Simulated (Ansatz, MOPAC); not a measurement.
The molecule Os2, multiplicity 7 (lowest of 2S+1 = 1, 3, 5, 7, 9 at PBE0/def2-TZVPP; our sources give no spin for the ground state, which may be another). No spin–orbit coupling.

The constants come from a fifth-degree fit in 1/R (seven points, main isotopes). Runs in def2 and cc sets follow the lowest solution found near the PBE0 minimum.

The state that PM7 reach isn't checked; PM7 holds dispersion and hydrogen-bond terms.

Programs: Ansatz (a quantum-chemistry and plane-wave program) with Gaussian orbitals; MOPAC for PM7 (differences of heats of formation).  In def2 rows elements past Kr take small-core potentials, without spin–orbit coupling.

Task: What bond length and harmonic frequency does PM7 give?

Result: r_e = 2.200 Å, ω_e = 430 cm⁻¹.

Task: What bond length and harmonic frequency does B97M-V/def2-TZVPP give?

Result: r_e = 2.240 Å, ω_e = 281 cm⁻¹.

Task: What bond length and harmonic frequency does PBE0/def2-TZVPP give?

Result: r_e = 2.214 Å, ω_e = 301 cm⁻¹.
